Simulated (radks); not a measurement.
Spherical quantum dot in the effective-mass picture: electrons in a parabolic well V = omega^2 r^2 / 2 with omega = 2.02, all in effective atomic units (hartree* = m*/eps^2 hartree, bohr* = eps/m* bohr), one dielectric constant everywhere. Method: non-relativistic Kohn-Sham, LDA (Slater exchange, Perdew-Wang correlation), spin-polarised, spherical densities; computed with a radial shooting solver with Libxc functionals. Levels are named by radial order and angular momentum (1s, 1p, 1d, 2s, ...), and open shells are averaged over m. Results are scaled to m* = 0.103 and eps = 11.3, for which hartree* = 21.95 meV and bohr* = 5.806 nm.

N = 11, configuration 1s2 1p6 1d(up 3, down 0). This is the lowest configuration that the search found. Occupied and some empty levels:

| level | occupation | eigenvalue (meV) | <r> (nm) |
|---|---|---|---|
| 1s up | 1 | 241.75 | 5.719 |
| 1s down | 1 | 243.40 | 5.660 |
| 1p up | 3 | 270.84 | 7.290 |
| 1p down | 3 | 273.06 | 7.265 |
| 1d up | 3 | 302.58 | 8.458 |
| 1d down | 0 | 305.00 | 8.459 |
| 2s up | 0 | 307.27 | 7.592 |
| 2s down | 0 | 308.93 | 7.626 |
| 1f up | 0 | 336.48 | 9.422 |
| 1f down | 0 | 338.87 | 9.441 |
| 2p up | 0 | 342.92 | 8.667 |
| 2p down | 0 | 344.54 | 8.689 |

Energy (meV): total 2125.84, kinetic 463.77, external 866.31, Hartree 945.59, exchange-correlation -149.82.
